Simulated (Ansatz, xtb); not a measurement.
## Ligand exchange: HBr + SiH3F → SiH4 + BrF

Species: HBr, singlet; SiH3F `F[SiH3]`, singlet; SiH4 `[SiH4]`, singlet; BrF (bromine fluoride), singlet. The partners trade Br for SiH3: H–Br and F–SiH3 bonds give way to H–SiH3 and F–Br.

Shapes, held fixed at every level: PBE0-D4/def2-TZVP. Programs: Ansatz 0.2.0, xtb 6.7.1. The zero-point and thermal change to 298 K, harmonic and unscaled (PBE0-D4/def2-TZVP), is -2.1 kJ/mol.

```csv
level,kind,ΔH(298 K) (kJ/mol),less CCSD(T)/def2-TZVPP
GFN2-xTB,semi-empirical,+303.7,-65.1
HF/def2-SVP,Hartree–Fock,+385.4,+16.6
PBE-D4/def2-TZVPP,GGA,+335.2,-33.6
BHLYP-D4/def2-TZVPP,global hybrid,+372.8,+4.0
wB97M-V/def2-TZVPP,range-separated hybrid,+359.0,-9.8
B2PLYP/def2-TZVPP,double hybrid,+364.0,-4.8
MP2/def2-TZVPP,perturbation theory,+386.2,+17.4
CCSD/def2-TZVPP,coupled cluster or CI,+374.0,+5.2
CCSD(T)/def2-TZVPP,coupled cluster or CI,+368.8,0.0
```

The highest level, CCSD(T)/def2-TZVPP, gives ΔH(298 K) = +368.8 kJ/mol; the levels span +303.7 to +386.2. GFN2-xTB strays far from the other rows. The column of differences is taken from that level and isn't an error. No measured value is set beside it here. Relativity is left out for Br. Outer-core shells of Br are correlated in most correlated rows, in sets that cover them unevenly.
